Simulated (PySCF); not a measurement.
Dipole response of Ag (silver, neutral)

[Kr] 4d10 5s1, 2S determinant. Computed with PySCF 2.14 in aug-cc-pVTZ-PP with ECP28MDF (6s6p5d3f2g, 88 functions), with a scalar-relativistic core potential. Coupled (time-dependent) response in atomic units; α is the mean over directions.

```tsv
method	mean α (bohr³)	C₆ (like pair)	S(−4)
UHF	82.93	683.3	6600
PBE	46.31	355.5	1605
PBE0	51.03	392.2	2074
PW91	45.77	350.5	1564
r2SCANh	60.28	499.6	2740
```

S(−4) is the Cauchy moment in α(ω) = α(0) + S(−4) ω² + …

Reference α: 55 ± 8 bohr³ (recommended; Schwerdtfeger and Nagle, table of static dipole polarizabilities (2023 update)). Published C₆: 341.0 (Gould and Bucko (2016)).

Hartree-Fock lies above the reference because it lacks correlation, which contracts the outer shell.

α(iu) at PBE:

```tsv
u (hartree)	α(iu) (bohr³)
0	46.31
0.0500	42.71
0.100	35.20
0.200	22.73
0.300	15.99
0.500	9.972
0.750	6.854
1.00	5.182
1.50	3.322
2.00	2.313
3.00	1.300
5.00	0.5684
```

A single London oscillator, α(iu) = α/(1 + u²/ω²), gives C₆ = (3/4) ω α². Matching the computed C₆ needs ω = 4 × 355.5 / (3 × 46.31²) = 0.221 hartree.

Energies and moments cover only the electrons outside the core potential.
